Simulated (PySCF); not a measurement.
Ionisation energy of B⁺ by level of theory

B⁺ [He] 2s2 (1S) → B²⁺ [He] 2s1 (2S), as a difference of total energies. Computed with PySCF 2.14 in x2c-TZVPPall (5s3p2d1f, 31 functions), with the spin-free X2C one-electron Hamiltonian (Gaussian nucleus). Correlated levels: valence: 1s2 frozen. The calculations carry no spin-orbit coupling.

| method | ionisation energy (eV) | error (eV) |
| --- | --- | --- |
| UHF | 23.447 | -1.708 |
| MP2 (valence) | 24.412 | -0.743 |
| SCS-MP2 (valence) | 24.604 | -0.551 |
| CCSD (valence) | 25.065 | -0.090 |

Reference: 25.155 eV (measured; NIST Atomic Spectra Database, ionization energies).

Errors of the correlated levels include the incompleteness of this basis and the frozen core.

With two correlated electrons CCSD is exact in that space.

The coupled-cluster amplitudes are large for B⁺ (T1 above 0.03 or a double amplitude above 0.15), so a single reference is strained.
